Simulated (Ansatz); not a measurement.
Molecule: GeF$_{3}$, charge 1, multiplicity 1. 
Structure (B3LYP-D3(BJ)/def2-TZVP (Ansatz, a program for electronic structure) minimum search):
```
Ge
F 1 1.6588
F 1 1.6588 2 120.00
F 1 1.6588 2 120.00 3 180.00
```
Charge +1, spin multiplicity 1.

Basis-set convergence of Hartree-Fock and MP2 correlation energies (hartree) with Ansatz. Correlated levels leave the core frozen unless marked. No spin-orbit coupling. Frozen are the shells of the preceding noble gas and the d and f shells that filled before the atom's block. No relativistic terms.

```tsv
basis	functions	E(HF)	E(corr, MP2)
cc-pVDZ	69	-2373.36558	-0.65617
cc-pVTZ	133	…	…
```

Some entries are withheld; supply them.


- cc-pVTZ, E(HF): -2373.56983
- cc-pVTZ, E(corr, MP2): -0.85661
